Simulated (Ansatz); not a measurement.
Born–Oppenheimer molecular dynamics of Cl2GaH (4 atoms, charge 0, multiplicity 1). It goes on from the last frame of an earlier run, with new velocities.

All numbers below come from RKS BHLYP-D4/def2-SVP in Ansatz 0.2.0.

* ensemble: NVE (velocity Verlet)
* time step: 0.5 fs
* steps asked: 100
* starting velocities drawn for: 300 K
* masses: H 10 u
* seed: 60387

First frame:

```xyz
4
Properties=species:S:1:pos:R:3
Ga 0.008 -0.018 0.028
H -0.003 0.449 1.468
Cl 1.815 0.012 -1.128
Cl -1.831 0.010 -1.137
```

Question: How far do the bonds stretch over the last three quarters of this one trajectory? (Pairs bonded in most of those frames.)

Answer: 
| bond | mean (Å) | spread (Å) | shortest | longest |
| --- | --- | --- | --- | --- |
| Ga1–H2 | 1.554 | 0.026 | 1.51 | 1.59 |
| Ga1–Cl3 | 2.126 | 0.012 | 2.11 | 2.15 |
| Ga1–Cl4 | 2.109 | 0.018 | 2.09 | 2.15 |

Mean temperature of the second half: 518 K. The conserved energy stayed within 0.0058 meV per atom of its start (net change 0 meV per atom), so the integration is sound. The kinetic energy rose, since the run started high on the potential surface and went downhill. A run of 0.05 ps of so small a system gives no equilibrium averages.

The run took 3.5 min on 1 thread of Arm Neoverse V2, on a shared host, peak memory 0.15 GiB.
